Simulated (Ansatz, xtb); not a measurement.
**Two structures of C2H8ClGaSi**

Structure a: `[SiH3][CH2][GaH][CH2]Cl`, a singlet. Structure b: a singlet given by its coordinates. Both are isolated molecules in the gas phase, relaxed with B3LYP/def2-SVP; the shapes shown needn't be the lowest conformers.

a (Å):

```xyz
13

C     0.5072   -1.9258    0.5673
C    -1.5272    0.7793    1.1605
Cl   -1.0650    1.2148   -0.5399
Ga   -0.7187   -0.9477    1.7667
Si    2.3353   -1.5030    0.7662
H     2.5649   -0.0415    0.5590
H     3.1808   -2.2508   -0.2133
H     2.8090   -1.8493    2.1415
H     0.3854   -3.0102    0.7307
H     0.2176   -1.6875   -0.4703
H    -1.0932   -1.4662    3.2104
H    -1.2115    1.6116    1.8093
H    -2.6268    0.7421    1.2032
```

b (Å):

```xyz
13

C    -1.7869   -1.1330    1.7231
C     0.3220   -2.6655   -0.4456
Cl   -0.8966   -4.0132   -0.7983
Ga   -1.1053   -1.2881   -0.1352
Si   -1.9380   -0.0599   -2.0603
H    -1.7003   -2.0958    2.2508
H    -1.1785   -0.3927    2.2716
H    -2.8346   -0.7990    1.7569
H    -3.4330   -0.0420   -2.1121
H    -1.4842    1.3665   -1.9814
H    -1.4367   -0.6160   -3.3548
H     0.9153   -2.9977    0.4160
H     0.9570   -2.5777   -1.3356
```

Close contacts (Å): C1–Ga4 1.99, C2–Cl3 1.85, C2–Ga4 2.01, Cl3–Ga4 2.81, Ga4–Si5 2.43, C1–H6 1.10, C1–H7 1.10, C1–H8 1.10, C2–H12 1.10, C2–H13 1.10, Si5–H9 1.50, Si5–H10 1.50, Si5–H11 1.50.

**Question.** Estimate which is lower in electronic energy at CCSD(T)/def2-SVP + ΔMP2/def2-TZVPP, and by roughly how much.

**Answer.** The CCSD(T)/def2-SVP + ΔMP2/def2-TZVPP calculation puts structure b lower, by 0.181 eV.

How the difference moves with the method:

```tsv
level	geometry	E(b) − E(a) (eV)	departure from the last row (eV)	job, with rough time for the two
B3LYP/def2-SVP	B3LYP/def2-SVP	−0.238	−0.057	optimisation, 7.7 min
HF/def2-SVP	B3LYP/def2-SVP	−0.108	+0.073	part of the CCSD(T) run
MP2/def2-SVP	B3LYP/def2-SVP	−0.122	+0.059	part of the CCSD(T) run
CCSD(T)/def2-SVP	B3LYP/def2-SVP	−0.192	−0.010	single point
CCSD(T)/def2-SVP + ΔMP2/def2-TZVPP	B3LYP/def2-SVP	−0.181		single point, 3 min
```

None of the levels shown reverses the order. The largest departure from CCSD(T)/def2-SVP + ΔMP2/def2-TZVPP is that of HF/def2-SVP, 0.073 eV. Levels run at GFN2-xTB geometries aren't shown. The last row adds to CCSD(T) the change of the MP2 difference between the two basis sets, here +0.010 eV.

With thermal terms from frequencies at re-optimised GFN2-xTB minima (ideal gas, soft modes damped towards free rotors, one conformer each, 298.15 K, 1 atm): the zero-point term adds +0.057 eV; ΔH is −0.096 and ΔG −0.166 eV.

The correlated steps freeze 21 core orbitals; the filled d shell of Ga is correlated, in a basis made for valence electrons. Programs: Ansatz 0.2.0, xtb 6.7.1; the last row on 2 threads of AMD EPYC (Zen 3) on a shared host.
